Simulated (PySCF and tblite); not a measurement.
Results of a calculation; reference values are marked as such.
Molecule: C₄H₈Se, numbered as in [CH2:1]1[CH2:2][CH2:3][Se:4][CH2:5]1; H are named by their carrier, a and b as at the first point (Å):

```
C1       0.733   -0.620    0.480
C2      -0.734   -0.733    0.064
C3      -1.342    0.660   -0.137
Se4      0.118    1.995   -0.137
C5       1.366    0.490   -0.337
H1a      0.793   -0.363    1.540
H1b      1.256   -1.566    0.326
H2a     -0.791   -1.283   -0.878
H2b     -1.301   -1.290    0.811
H3a     -2.019    0.936    0.672
H3b     -1.881    0.741   -1.080
H5a      2.347    0.789    0.028
H5b      1.430    0.235   -1.397
```

The ring 1–2–3–4–5 is held at Altona–Sundaralingam phase angles P (ν_j = ν_max cos(P + 144°(j − 2)), ν_j about the bond from ring atom j to j + 1, counted from 0) and the rest relaxed at GFN2-xTB. Energies: revPBE/pcSseg-1 + D3(BJ), IEF-PCM water. Couplings: B3LYP/pcseg-1 with H pcJ-1, gas phase, for ¹H. Programs: tblite and PySCF.

Spin–orbit effects of heavy atoms are missing.

Task: How do the most sensitive couplings change along the phase angle P?

Result: 
```json
{"phase angle P °": "72", "³J(H1b,H2b)": "0.8", "³J(H1b,H5a)": "1.9", "³J(H2b,H3b)": "2.4", "³J(H1a,H5b)": "13.8", "³J(H2a,H3a)": "8.0", "³J(H1a,H2a)": "13.2", "³J(H1a,H2b)": "8.5", "³J(H1b,H2a)": "6.9", "³J(H2a,H3b)": "13.8"}
{"phase angle P °": "144", "³J(H1b,H2b)": "0.8", "³J(H1b,H5a)": "2.4", "³J(H2b,H3b)": "1.9", "³J(H1a,H5b)": "8.0", "³J(H2a,H3a)": "13.7", "³J(H1a,H2a)": "13.2", "³J(H1a,H2b)": "7.0", "³J(H1b,H2a)": "8.5", "³J(H2a,H3b)": "5.8"}
{"phase angle P °": "216", "³J(H1b,H2b)": "7.5", "³J(H1b,H5a)": "14.2", "³J(H2b,H3b)": "1.4", "³J(H1a,H5b)": "1.2", "³J(H2a,H3a)": "10.3", "³J(H1a,H2a)": "1.4", "³J(H1a,H2b)": "10.2", "³J(H1b,H2a)": "14.2", "³J(H2a,H3b)": "11.5"}
{"phase angle P °": "288", "³J(H1b,H2b)": "13.9", "³J(H1b,H5a)": "13.4", "³J(H2b,H3b)": "13.4", "³J(H1a,H5b)": "1.1", "³J(H2a,H3a)": "1.1", "³J(H1a,H2a)": "1.9", "³J(H1a,H2b)": "4.7", "³J(H1b,H2a)": "4.7", "³J(H2a,H3b)": "6.3"}
{"phase angle P °": "360", "³J(H1b,H2b)": "7.5", "³J(H1b,H5a)": "1.4", "³J(H2b,H3b)": "14.2", "³J(H1a,H5b)": "10.3", "³J(H2a,H3a)": "1.2", "³J(H1a,H2a)": "1.4", "³J(H1a,H2b)": "14.2", "³J(H1b,H2a)": "10.1", "³J(H2a,H3b)": "6.4"}
```
Values in Hz.

Task: Set ³J(H1b,H2b) against its H–C–C–H torsion.

Result: 75°: 0.8 Hz, 75°: 0.8 Hz, 135°: 7.5 Hz, 135°: 7.5 Hz, 177°: 13.9 Hz.

Task: With the energies 2.00, 2.02, 3.52, 0.00, 3.50 kcal/mol at these points, what are the Boltzmann averages at 298 K?

Result: ³J(H1b,H2b) 13.0, ³J(H1b,H5a) 12.7, ³J(H2b,H3b) 12.7, ³J(H1a,H5b) 1.8, ³J(H2a,H3a) 1.8, ³J(H1a,H2a) 2.6, ³J(H1a,H2b) 4.9, ³J(H1b,H2a) 4.9, ³J(H2a,H3b) 6.5 Hz, over these points alone; points not sampled, such as mirror images that interchange a and b, would even out couplings that symmetry makes equal.
